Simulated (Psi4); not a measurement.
C3H5O, charge -1, singlet, at a GFN2-xTB geometry (a gas-phase anion, which may not be bound at this level); B3LYP/STO-3G run with Psi4.

Psi4 was given this input:
```
memory 2 GB

molecule {
-1 1
O    -0.67653394    0.12080852    1.21849510
C    -0.06126888    0.12894007    0.10847307
C     0.32612189    1.21183915   -0.61146032
C     0.29018244   -1.25671085   -0.49963221
H     0.90307626   -1.82217287    0.20553908
H     0.12514782    2.21732524   -0.26908379
H     0.85011731    1.12295012   -1.55489426
H     0.83013761   -1.16372880   -1.44247163
H    -0.62642017   -1.82525203   -0.67133345
}

set {
  basis sto-3g
}

energy('b3lyp')
print_variables()
```

### Question
Write the output that Psi4 gives for this input, abridged.

### Answer

```
   => Loading Basis Set <=

    Name: STO-3G
    Role: ORBITAL
    Keyword: BASIS

         ---------------------------------------------------------
                                   SCF
               by Justin Turney, Rob Parrish, Andy Simmonett
                          and Daniel G. A. Smith
                              RKS Reference
         ---------------------------------------------------------

  ==> Geometry <==

    Molecular point group: c1
    Full point group: C1

    Geometry (in Angstrom), charge = -1, multiplicity = 1:

       Center              X                  Y                   Z               Mass
    ------------   -----------------  -----------------  -----------------  -----------------
         O           -0.640374372696     0.095231611931     1.153676921188    15.994914619570
         C           -0.025109312696     0.103363161931     0.043654891188    12.000000000000
         C            0.362281457304     1.186262241931    -0.676278498812    12.000000000000
         C            0.326342007304    -1.282287758069    -0.564450388812    12.000000000000
         H            0.939235827304    -1.847749778069     0.140720901188     1.007825032230
         H            0.161307387304     2.191748331931    -0.333901968812     1.007825032230
         H            0.886276877304     1.097373211931    -1.619712438812     1.007825032230
         H            0.866297177304    -1.189305708069    -1.507289808812     1.007825032230
         H           -0.590260602696    -1.850828938069    -0.736151628812     1.007825032230

  Running in c1 symmetry.

  Rotational constants: A =      0.35204  B =      0.31560  C =      0.17172 [cm^-1]
  Rotational constants: A =  10553.77439  B =   9461.47150  C =   5148.10778 [MHz]
  Nuclear repulsion =  112.003735035555806

  Charge       = -1
  Multiplicity = 1
  Electrons    = 32
  Nalpha       = 16
  Nbeta        = 16

  ==> Algorithm <==

  SCF Algorithm Type is DF.
  DIIS enabled.
  MOM disabled.
  Fractional occupation disabled.
  Guess Type is SAD.
  Energy threshold   = 1.00e-06
  Density threshold  = 1.00e-06
  Integral threshold = 1.00e-12

  ==> Primary Basis <==

  Basis Set: STO-3G
    Blend: STO-3G
    Number of shells: 17
    Number of basis functions: 25
    Number of Cartesian functions: 25
    Spherical Harmonics?: true
    Max angular momentum: 1

  ==> DFT Potential <==

   => LibXC <=

    Version 7.1.2
    S. Lehtola, C. Steigemann, M. J. T. Oliveira, and M. A. L. Marques,  SoftwareX 7, 1–5 (2018) (10.1016/j.softx.2017.11.002)

   => Composite Functional: B3LYP <=

    B3LYP Hyb-GGA Exchange-Correlation Functional

    P. J. Stephens, F. J. Devlin, C. F. Chabalowski, and M. J. Frisch,  J. Phys. Chem. 98, 11623 (1994) (10.1021/j100096a001)

    Deriv               =              1
    GGA                 =           TRUE
    Meta                =          FALSE

    Exchange Hybrid     =           TRUE
    MP2 Hybrid          =          FALSE

   => Exchange Functionals <=

    0.0800   Slater exchange
    0.7200         Becke 88

   => Exact (HF) Exchange <=

    0.2000               HF

   => Correlation Functionals <=

    0.1900   Vosko, Wilk & Nusair (VWN5_RPA)
    0.8100   Lee, Yang & Parr

   => LibXC Density Thresholds  <==

    XC_HYB_GGA_XC_B3LYP:  1.00E-15

   => Molecular Quadrature <=

    Radial Scheme          =       TREUTLER
    Pruning Scheme         =           NONE
    Nuclear Scheme         =       TREUTLER

    Blocking Scheme        =         OCTREE
    BS radius alpha        =              1
    Pruning alpha          =              1
    Radial Points          =             75
    Spherical Points       =            302
    Total Points           =         191855
    Total Blocks           =           1501
    Max Points             =            256
    Max Functions          =             25
    Weights Tolerance      =       1.00E-15

   => Loading Basis Set <=

    Name: (STO-3G AUX)
    Role: JKFIT
    Keyword: DF_BASIS_SCF

  ==> Integral Setup <==

  SCF_SUBTYPE=INCORE selected. In-core MEM_DF algorithm will be used.
  Using in-core AOs.

  ==> MemDFJK: Density-Fitted J/K Matrices <==

    J tasked:                   Yes
    K tasked:                   Yes
    wK tasked:                   No
    Algorithm:                 Core
    Schwarz Cutoff:           1E-12
    Mask sparsity (%):       0.9600
    Fitting Condition:        1E-10

   => Auxiliary Basis Set <=

  Basis Set: (STO-3G AUX)
    Blend: DEF2-UNIVERSAL-JKFIT
    Number of shells: 130
    Number of basis functions: 392
    Number of Cartesian functions: 460
    Spherical Harmonics?: true
    Max angular momentum: 4

  Minimum eigenvalue in the overlap matrix is 1.9826181605E-01.
  Reciprocal condition number of the overlap matrix is 8.3495649740E-02.
    Using symmetric orthogonalization.

  ==> Pre-Iterations <==

  SCF Guess: Superposition of Atomic Densities via on-the-fly atomic UHF (no occupation information).

   -------------------------
    Irrep   Nso     Nmo
   -------------------------
     A         25      25
   -------------------------
    Total      25      25
   -------------------------

  ==> Iterations <==

                           Total Energy        Delta E     RMS |[F,P]|

   @DF-RKS iter SAD:  -188.09975773193898   -1.88100e+02   0.00000e+00
   @DF-RKS iter   1:  -189.79948931816813   -1.69973e+00   1.42470e-02 ADIIS/DIIS
   @DF-RKS iter   2:  -189.38248340603360    4.17006e-01   3.91225e-02 ADIIS/DIIS
   @DF-RKS iter   3:  -189.88741256013330   -5.04929e-01   5.04750e-03 ADIIS/DIIS
   @DF-RKS iter   4:  -189.89473254920802   -7.31999e-03   2.34915e-03 ADIIS/DIIS
   @DF-RKS iter   5:  -189.89727623128812   -2.54368e-03   1.54333e-04 ADIIS/DIIS
   @DF-RKS iter   6:  -189.89728592962126   -9.69833e-06   4.02407e-05 DIIS
   @DF-RKS iter   7:  -189.89728653999731   -6.10376e-07   5.91939e-06 DIIS
   @DF-RKS iter   8:  -189.89728655444756   -1.44503e-08   6.46814e-07 DIIS
  Energy and wave function converged.

  ==> Post-Iterations <==

   Electrons on quadrature grid:
      Ntotal   =   32.0000267286 ; deviation = 2.673e-05

    Orbital Energies [Eh]
    ---------------------

    Doubly Occupied:

[...]
      16A      0.228696

    Virtual:

[...]
    Final Occupation by Irrep:
              A
    DOCC [    16 ]
    NA   [    16 ]
    NB   [    16 ]

  @DF-RKS Final Energy:  -189.89728655444756

   => Energetics <=

    Nuclear Repulsion Energy =            112.0037350355558061
    One-Electron Energy =                -489.9757999466268643
    Two-Electron Energy =                 210.1646124105470221
    DFT Exchange-Correlation Energy =     -22.0898340539235036
    Empirical Dispersion Energy =           0.0000000000000000
    VV10 Nonlocal Energy =                  0.0000000000000000
    Total Energy =                       -189.8972865544475610

Computation Completed

Properties will be evaluated at   0.000000,   0.000000,   0.000000 [a0]

Properties computed using the SCF density matrix

 Multipole Moments:

 ------------------------------------------------------------------------------------
     Multipole            Electronic (a.u.)      Nuclear  (a.u.)        Total (a.u.)
 ------------------------------------------------------------------------------------

 L = 1.  Multiply by 2.5417464519 to convert [e a0] to [Debye]
 Dipole X            :         -1.9413867            2.1182821            0.1768953
 Dipole Y            :          0.6737475           -1.4983338           -0.8245863
 Dipole Z            :          3.4927600           -3.7971468           -0.3043868
 Magnitude           :                                                    0.8965968

 ------------------------------------------------------------------------------------

  Variable Map:
  ----------------------------------------------------------------------------
[...]
  Array Variable Map:
  ----------------------------------------------------------------------------
[...]
[...]
```
